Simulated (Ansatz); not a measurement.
Geometry optimisation, RKS PBE/6-31G* (Ansatz 0.2.0).

The input (input.yaml):

```yaml
crystal:
  periodic: [false, false, false]
  atoms:
    - { symbol: Si, position_ang: [0.0, 0.0, 0.0] }
    - { symbol: H, position_ang: [0.0, 0.0, 1.81] }
    - { symbol: "N", position_ang: [1.7163, 0.0, -0.6061] }
    - { symbol: H, position_ang: [2.2145, -0.918, -0.7868] }
    - { symbol: H, position_ang: [2.2175, 0.918, -0.7783] }
    - { symbol: H, position_ang: [-0.6877, 1.1914, -0.4862] }
    - { symbol: "N", position_ang: [-0.8572, -1.4851, -0.6061] }
    - { symbol: H, position_ang: [-1.3922, -2.1014, 0.0704] }
    - { symbol: H, position_ang: [-0.8219, -1.7344, -1.6357] }
    - { symbol: O, position_ang: [-1.879, 0.0, 0.6243] }
    - { symbol: H, position_ang: [-2.4241, -0.6297, 0.053] }
    - { symbol: H, position_ang: [-0.9605, 0.0, 1.7351] }
basis:
  gaussian: { orbitals: "6-31G*" }
hamiltonian:
  xc: pbe
relax:
  f_tol: 0.15
  max_steps: 25
  restrain:
    - { distance: [0, 9], at: 1.68, k: 30.0 }
    - { distance: [11, 1], at: 0.66, k: 30.0 }
    - { distance: [0, 1], at: 2.66, k: 30.0 }
    - { distance: [11, 9], at: 2.21, k: 30.0 }
output:
  orbitals: {}
```

Launched with:

```bash
$ ansatz run input.yaml --threads 1 --pin off --max-ram 2048MiB --backend cpu --events-out ev --progress --plain --runs-dir out
```

Where does it end, and by what steps?

The forces met the threshold. The restraints hold the end off the free minimum. After 23 steps the energy has fallen by 4.655 eV (the restraints' own energy left out); H8 moved furthest, 1.58 Å. Joined: H2–H12 (0.96 → 0.71 Å).

```tsv
step	energy less start (eV)	largest force component (eV/Å)	accepted
0	0.0000	2.622	yes
1	-0.4451	2.302	yes
2	-0.9528	2.941	yes
3	-2.4383	2.261	yes
4	-3.1794	1.698	yes
5	-3.6040	1.036	yes
6	-3.9580	0.856	yes
7	-4.2066	1.261	yes
8	-4.4216	1.561	yes
9	-4.5179	1.497	yes
10	-4.5835	1.348	yes
11	-4.6225	1.519	yes
12	-4.6238	1.442	yes
13	-4.6496	0.985	no
14	-4.6525	0.883	no
15	-4.6353	1.365	yes
16	-4.6390	1.424	yes
17	-4.6549	1.356	yes
18	-4.6395	1.487	yes
19	-4.6526	1.487	yes
20	-4.6973	0.594	no
21	-4.6713	0.785	no
22	-4.6586	1.325	no
23	-4.6552	1.451	yes
```

```xyz
12
Properties=species:S:1:pos:R:3
Si -0.532 -0.115 -0.546
H 0.415 0.390 1.906
N 1.187 -0.174 -0.298
H 1.612 -0.952 0.208
H 1.690 0.695 -0.120
H -0.743 1.138 -1.338
N -0.858 -1.687 -1.219
H -1.823 -1.933 -1.441
H -0.221 -2.033 -1.938
O -1.669 0.082 0.677
H -1.750 -0.714 1.239
H -0.182 0.545 2.263
```

Run time: 69 s on 1 thread of Arm Neoverse V2, with other jobs on the host, peak memory 0.12 GiB.
